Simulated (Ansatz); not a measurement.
CH$_{7}$NOSSi, SMILES `NCS[SiH2]O`, relaxed with RKS PBE0-D4/def2-TZVP in Ansatz from a PBE-D4/def2-SVP geometry. The force threshold is 0.005 eV/Å; the program also tests the step.

The species carries charge 0 and has multiplicity 1.

Start:

```xyz
12

N     0.315    2.350    0.938
C     0.383    1.144    0.194
S    -1.161    0.014    0.381
Si   -0.560   -1.618   -0.869
O     0.773   -2.464   -0.279
H    -0.480    2.936    0.659
H     0.244    2.182    1.948
H     1.251    0.535    0.510
H     0.476    1.358   -0.890
H    -1.790   -2.475   -0.996
H    -0.090   -1.127   -2.207
H     0.638   -2.836    0.611
```

(1) By how much does the energy fall, and how many steps does the optimiser take? (Best estimate.)

(2) Which bonds change most? (Estimate.)

(3) Give the relaxed structure. (Estimate.)

Results:

(1) Ansatz gave: 7.59 kJ/mol, in 23 steps, 2 of them rejected.

(2) Computed: C2–S3 from 1.923 to 1.870 Å; Si4–O5 from 1.685 to 1.647 Å; S3–Si4 from 2.141 to 2.117 Å; Si4–H10 from 1.505 to 1.485 Å.

(3) Ansatz gave: 
```xyz
12

N     0.262    2.374    0.863
C     0.433    1.085    0.284
S    -1.049   -0.033    0.507
Si   -0.575   -1.583   -0.854
O     0.733   -2.483   -0.416
H    -0.528    2.864    0.464
H     0.131    2.325    1.865
H     1.289    0.587    0.736
H     0.606    1.178   -0.788
H    -1.813   -2.399   -0.941
H    -0.191   -1.018   -2.169
H     0.703   -2.896    0.449
```
